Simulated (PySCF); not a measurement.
## `C=C[C@H]1[C@@H](C)[Se][C@@H]1F`, C₆H₉FSe

Geometry (Å), atoms numbered from 1 in this order:
```xyz
17

C    -1.931   -1.040   -1.142
C    -0.847   -0.305   -0.969
C    -0.517    0.403    0.303
C     0.678   -0.155    1.111
C     1.745   -0.868    0.310
Se    1.247    1.689    1.681
C    -0.017    1.837    0.145
F    -0.973    2.787    0.282
H    -2.135   -1.542   -2.072
H    -2.660   -1.169   -0.360
H    -0.131   -0.188   -1.772
H    -1.400    0.427    0.949
H     0.374   -0.758    1.969
H     2.122   -0.238   -0.494
H     2.579   -1.133    0.956
H     1.334   -1.780   -0.122
H     0.523    2.045   -0.785
```

Level of theory: PySCF, TDDFT B3LYP/def2-SVPD circular dichroism and optical rotation, one conformer, gas phase. Geometry: GFN2-xTB.

The molecule is flexible and this is one conformer; a measurement averages over conformers. The calculation is non-relativistic, which matters for the atoms heavier than Zn. States above about 6.2 eV (minus the energy of the highest occupied orbital) lie near or above the ionisation threshold and depend on the basis. Singlets 5 and 6 lie within 0.01 eV of each other, so their separate moments and overlaps can depend on how they mix.

Q: Assign R or S to each stereocentre.

A: C3 S, C4 R, C7 S.

Q: List the lowest 16 singlet excitations with oscillator and rotatory strengths.

A: Rotatory strengths R in 10⁻⁴⁰ esu² cm², velocity form and length form (origin at the centre of mass); f in length form.
```csv
state,E (eV),λ (nm),f,R (velocity),R (length),main
1,3.73,332,6e-05,+4.9,+4.1,HOMO→LUMO 0.97
2,5.29,235,0.005,-6.1,-5.8,HOMO→LUMO+1 0.94
3,5.64,220,0.017,-17.4,-16.6,HOMO→LUMO+2 0.94
4,5.76,215,0.044,+32.3,+32.9,"HOMO−2→LUMO 0.83, HOMO−1→LUMO 0.12"
5,5.88,211,0.041,+1.5,+1.9,"HOMO−1→LUMO 0.44, HOMO→LUMO+4 0.25"
6,5.88,211,0.107,+44.5,+43.8,"HOMO→LUMO+4 0.51, HOMO−1→LUMO 0.31"
7,5.93,209,0.026,-20.6,-18.5,"HOMO→LUMO+3 0.68, HOMO→LUMO+4 0.19"
8,6.49,191,0.027,-13.2,-13.1,"HOMO−3→LUMO 0.67, HOMO→LUMO+6 0.18"
9,6.63,187,0.009,-6.8,-6.9,"HOMO→LUMO+5 0.82, HOMO−3→LUMO 0.10"
10,6.70,185,0.042,-25.7,-25.9,"HOMO→LUMO+6 0.78, HOMO−3→LUMO 0.11"
11,6.98,178,0.015,-18.5,-18.7,"HOMO→LUMO+7 0.51, HOMO−2→LUMO+1 0.26"
12,7.05,176,0.025,-4.7,-4.7,"HOMO−2→LUMO+1 0.63, HOMO→LUMO+7 0.21"
13,7.16,173,0.101,+40.2,+41.9,"HOMO−1→LUMO+1 0.27, HOMO→LUMO+8 0.21"
14,7.19,172,0.004,-16.4,-14.5,"HOMO→LUMO+8 0.37, HOMO−1→LUMO+3 0.15"
15,7.26,171,0.030,+23.4,+23.0,"HOMO→LUMO+10 0.67, HOMO→LUMO+9 0.10"
16,7.31,170,0.046,+30.0,+28.3,"HOMO−1→LUMO+3 0.34, HOMO−1→LUMO+4 0.21"
```

Among the states computed, the strongest CD band (largest |R|) is state 6. The largest dissymmetry factor in size, g = 4R/(D+G), with D and G the electric and magnetic dipole strengths, is +0.29 for state 1 (velocity form, f = 0.0001), among bands with |R| over 0.5. The mirror image has the same energies and oscillator strengths and all R with the opposite sign.
